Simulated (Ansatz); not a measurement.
Calculated with Ansatz (gas phase, PBE0-D4/def2-TZVP geometries, no zero-point term in ΔE). CBS: MP2 limit from def2 TZ/QZ plus the TZ coupled-cluster correction, frozen cores. This one scheme is used for every species. Functionals use def2-TZVPP. For Ge outer-core shells are correlated without core-valence functions, which leaves a few kJ/mol of doubt a bond. Scalar relativity is left out up to krypton. Each species was taken in one conformer, which may not be the lowest.

Reaction (cleavage of the Si–Si bond): `F[Si@H](Cl)[Si@@H](F)Cl` + `[SH][GeH3]` → `F[SiH](Cl)[S][GeH3]` + `F[SiH2]Cl`

CCSD(T)/CBS gives -94.7 kJ/mol.

(1) Another level gave -99.4 kJ/mol. Which?
A. CCSD(T)/def2-TZVPP
B. SCS-MP2/def2-TZVPP
C. ωB97X-V/def2-TZVPP
D. PBE-D4/def2-TZVPP

Largest T1 diagnostic among the species: 0.011.

## Answers

(1) B. SCS-MP2/def2-TZVPP -99.4, ωB97X-V -87.8, PBE-D4 -78.3, CCSD(T)/def2-TZVPP -92.5 kJ/mol.

From PBE to PBE0 (25 % exact exchange), in def2-TZVPP and without D4, ΔE moves by −6.5 kJ/mol. The D4 term adds −4.7 kJ/mol with B3LYP and −2.2 kJ/mol with PBE0; it sums over pairs of atoms, weighted by their polarisabilities, and B3LYP, whose exchange is more repulsive, gets the larger term.

B3LYP here is the variant with VWN-RPA as its local correlation; programs differ in this.
